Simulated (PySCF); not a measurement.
Computed shifts of a molecule C2H8O2Si2, PBE/pcSseg-1 in PySCF, GIAO, gas phase, atoms alike by connectivity averaged where their shifts nearly agree, in ppm (number of nuclei): ²⁹Si: 9.8 (1), -35.9 (1). ¹³C: 61.2 (1), -2.5 (1). ¹H: 5.57 (1), 4.89 (1), 4.69 (1), 4.59 (1), 4.24 (1), 2.00 (1), 0.61 (1), 0.47 (1). References: ¹⁷O against H2O (σ = 334.3 ppm); ²⁹Si against TMS (σ = 335.4 ppm); ¹³C against TMS (σ = 182.0 ppm); ¹H against TMS (σ = 31.49 ppm), references at their B3LYP-D3(BJ)/def2-TZVP geometries, non-relativistic. Geometry: PBE-D3(BJ)/def2-SVP. Other conformers were not sampled.

**Question.** Which molecule gave these data?
(A) C1O[SiH2]CO[SiH2]1
(B) O[Si@H]1C[SiH2]CO1
(C) C[SiH2]O[SiH2]C=O
(D) O[SiH2][C@H]1OC[SiH2]1

**Answer.** B, O[Si@H]1C[SiH2]CO1
